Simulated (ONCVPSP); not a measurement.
## arsenic (As) ONCV: all-electron and pseudo phase curves

| Property | Result |
| --- | --- |
| Element | As |
| Generator | ONCVPSP 4.0.1 |
| Type | optimised norm-conserving Vanderbilt (ONCV) |
| Functional | LDA (Perdew-Wang 92) |
| Relativity | scalar-relativistic |
| Frozen core | [Ne] |
| Valence charge | 23 |
| Reference configuration | 3s2 3p6 3d10 4s2 4p3 |
| Partial waves | 3s+4s: rc 0.95 bohr, ncon 4, nbas 8, qcut 15.3 1/bohr, 3 projectors, debl 0.3 Ha; 3p+4p: rc 1.25 bohr, ncon 3, nbas 6, qcut 14 1/bohr, 2 projectors; 3d: rc 0.95 bohr, ncon 5, nbas 9, qcut 18.7 1/bohr, 1 projector |
| Local potential | polynomial inside 0.75 bohr (lpopt 5, dvloc0 6 Ha) |
| Core correction | Teter function, fcfact 2.5, rcfact 1.2 |

In the s channel the program set the typed energies aside and used -6.964, -0.540, 0.250 Ha.

The phase is arctan(r·R′/R) of the radial function R(r), unwrapped; energies in Ha, scanned from -8 to 5 Ha. A pole is an energy at which the radial function vanishes at the test radius. The pseudo phase is shifted by a multiple of π to meet the all-electron one at the reference energy, and phase errors are pseudo minus all-electron; the curves can meet again beyond the range given. Levels narrower than the energy grid can be missing from the lists of poles.

Problem. For each channel, where are the poles, and over which energies does the pseudopotential scatter like the atom?

Solution.

```tsv
channel	radius (bohr)	reference energy (Ha)	poles, all-electron	poles, pseudo	unbroken range about the reference energy with phases within 0.05 rad	phase error 1 Ha above the reference energy (rad)
s	0.96	-0.54	-5.52	-5.52	the whole range	+0.000
p	1.27	-0.20	-4.62	-4.62	the whole range	+0.000
d	0.96	-1.50	0.09	0.13	below 3.2	+0.003
```

Phases in the d channel:

| E (Ha) | all-electron | pseudo |
| --- | --- | --- |
| -7.96 | 1.177 | 1.179 |
| -7.60 | 1.160 | 1.163 |
| -7.24 | 1.141 | 1.144 |
| -6.88 | 1.119 | 1.123 |
| -6.52 | 1.093 | 1.097 |
| -6.16 | 1.064 | 1.068 |
| -5.80 | 1.028 | 1.033 |
| -5.44 | 0.985 | 0.991 |
| -5.08 | 0.931 | 0.938 |
| -4.72 | 0.863 | 0.871 |
| -4.36 | 0.773 | 0.783 |
| -4.00 | 0.651 | 0.662 |
| -3.64 | 0.480 | 0.493 |
| -3.28 | 0.241 | 0.255 |
| -2.92 | -0.076 | -0.064 |
| -2.56 | -0.434 | -0.426 |
| -2.20 | -0.758 | -0.755 |
| -1.84 | -1.006 | -1.005 |
| -1.48 | -1.184 | -1.184 |
| -1.12 | -1.314 | -1.313 |
| -0.76 | -1.411 | -1.409 |
| -0.40 | -1.487 | -1.484 |
| -0.04 | -1.550 | -1.545 |
| 0.32 | -1.603 | -1.597 |
| 0.68 | -1.651 | -1.641 |
| 1.04 | -1.694 | -1.682 |
| 1.40 | -1.735 | -1.720 |
| 1.76 | -1.776 | -1.756 |
| 2.12 | -1.817 | -1.792 |
| 2.48 | -1.859 | -1.829 |
| 2.84 | -1.905 | -1.866 |
| 3.20 | -1.955 | -1.906 |
| 3.56 | -2.011 | -1.949 |
| 3.92 | -2.076 | -1.997 |
| 4.28 | -2.153 | -2.051 |
| 4.64 | -2.245 | -2.112 |
| 5.00 | -2.359 | -2.184 |
